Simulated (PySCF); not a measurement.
Al(Me)(OH)(PH2) (CH₆AlOP), SMILES [CH3][Al]([OH])[PH2]. Coordinates come from a B3LYP-D3(BJ)/def2-SVP optimisation. The structure was generated by enumeration; whether it is a known compound was not checked. One conformer was computed; it need not be the lowest.

Give the equilibrium geometry at B3LYP-D3(BJ)/def2-SVP (PySCF confirms it by a frequency run) as a Z-matrix. (The exact figures need the calculation; the answer reports its results.)

Several could match; the one computed here: 
```
Al
O 1 1.7100
H 2 0.9610 1 127.30
C 1 1.9486 2 116.94 3 -178.66
H 4 1.1019 1 111.30 2 -16.25
H 4 1.1030 5 108.47 1 123.68
H 4 1.1044 5 107.60 6 115.17
P 1 2.3483 2 120.17 3 4.74
H 8 1.4310 1 94.11 2 -44.04
H 8 1.4310 9 94.21 1 92.96
```
